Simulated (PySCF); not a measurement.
In(H)2(SeH) (H₃InSe), SMILES [InH2][SeH]. Coordinates come from a PBE0-D3(BJ)/def2-TZVP optimisation. The def2 effective core potentials stand for the cores of In; spin–orbit coupling is left out.

Computed with PBE0-D3(BJ)/def2-TZVP run with PySCF.

Harmonic wavenumbers (cm⁻¹): 240, 323, 342, 514, 571, 603, 1846, 1857, 2446. Rotational constants (GHz): 72.61, 1.669, 1.631; symmetry number 1.

Work out the zero-point energy and the ideal-gas rigid-rotor harmonic-oscillator thermochemistry at 298.15 K and 1 atm.

ZPE = ½ Σ hcν = ½ × 8743 cm⁻¹ = 12.50 kcal/mol. H − E(el) = 16.01 kcal/mol. Entropy in cal/(mol K): translation 41.74, rotation 24.90, vibration 5.87, total 72.51. G − E(el) = -5.61 kcal/mol. Cp = 16.33 cal/(mol K).
